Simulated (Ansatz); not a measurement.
`N[SiH](F)CO` + H₂ → `N[SiH2]CO` + H–F  (hydrogenolysis of the Si–F bond)

Program: Ansatz. Geometries: PBE0-D4/def2-TZVP. ΔE: electronic, gas phase. CCSD(T)/CBS adds triple-zeta CCSD(T) − MP2 to the extrapolated MP2 energy (def2 sets, frozen cores). This one scheme is used for every species. Functionals use def2-TZVPP. HSE06 is defined as in plane-wave codes. One conformer a species, not always the lowest.

`N[SiH](F)CO`:

Z-matrix (Å, degrees):
```
Si
F 1 1.607
C 1 1.878 2 108.1
N 1 1.692 2 114.4 3 -118.7
H 1 1.482 2 104.6 3 120.3
O 3 1.423 1 107.8 2 -84.1
H 3 1.098 1 109.7 2 37.7
H 3 1.099 1 108.8 2 154.8
H 4 1.005 1 123.4 2 -67.2
H 4 1.008 1 118.6 2 85.0
H 6 0.960 3 108.9 1 179.4
```

H₂:

Cartesian coordinates in Å:
```
H -0.302 0.050 -0.214
H 0.302 -0.050 0.214
```

`N[SiH2]CO`:

Cartesian coordinates in Å:
```
N -0.032 -0.118 -1.560
Si 0.509 -0.731 -0.032
C -0.368 0.333 1.251
O -0.320 1.696 0.860
H 0.625 -0.066 -2.321
H -0.945 -0.370 -1.906
H 1.980 -0.520 -0.011
H 0.212 -2.176 0.204
H -1.407 -0.006 1.389
H 0.115 0.246 2.229
H -0.369 1.712 -0.104
```

H–F:

```xyz
2

F    -0.447    0.046    0.096
H     0.447   -0.046   -0.096
```

```json
{"level": "LDA (SPW92)", "ΔE (kJ/mol)": "126.6", "difference from CCSD(T)/CBS": "-10.5"}
{"level": "BLYP-D4", "ΔE (kJ/mol)": "139.8", "difference from CCSD(T)/CBS": "2.7"}
{"level": "PBE0-D4", "ΔE (kJ/mol)": "128.5", "difference from CCSD(T)/CBS": "-8.6"}
{"level": "ωB97X-V", "ΔE (kJ/mol)": "139.2", "difference from CCSD(T)/CBS": "2.1"}
{"level": "r2SCAN", "ΔE (kJ/mol)": "142.3", "difference from CCSD(T)/CBS": "5.2"}
{"level": "r2SCAN0", "ΔE (kJ/mol)": "139.8", "difference from CCSD(T)/CBS": "2.7"}
{"level": "HSE06", "ΔE (kJ/mol)": "127.0", "difference from CCSD(T)/CBS": "-10.1"}
{"level": "RPA@PBE/def2-TZVPP", "ΔE (kJ/mol)": "133.4", "difference from CCSD(T)/CBS": "-3.7"}
{"level": "CCSD(T)/def2-SVP", "ΔE (kJ/mol)": "125.2", "difference from CCSD(T)/CBS": "-11.9"}
{"level": "CCSD(T)/def2-TZVPP", "ΔE (kJ/mol)": "135.2", "difference from CCSD(T)/CBS": "-1.9"}
{"level": "CCSD(T)/CBS", "ΔE (kJ/mol)": "137.1", "difference from CCSD(T)/CBS": "0"}
```

(1) What do rigid-rotor, harmonic-oscillator terms from PBE0-D4/def2-TZVP frequencies (298.15 K, 1 bar) make of the CCSD(T)/CBS value? (Estimate.)

Largest T1 diagnostic among the species: 0.011.

## Answers

(1) Ansatz gave: ΔZPE = +12.4 kJ/mol, ΔH = +146.9 kJ/mol, ΔS = 18 J/(mol·K), ΔG = +141.6 kJ/mol.

In def2-TZVPP, CCSD(T) changes the Hartree–Fock value by −9.0 kJ/mol (the triples alone add −0.3 kJ/mol) and MP2 by −4.8 kJ/mol. From BLYP to BHLYP (50 % exact exchange), in def2-TZVPP and without D4, ΔE moves by +5.3 kJ/mol.
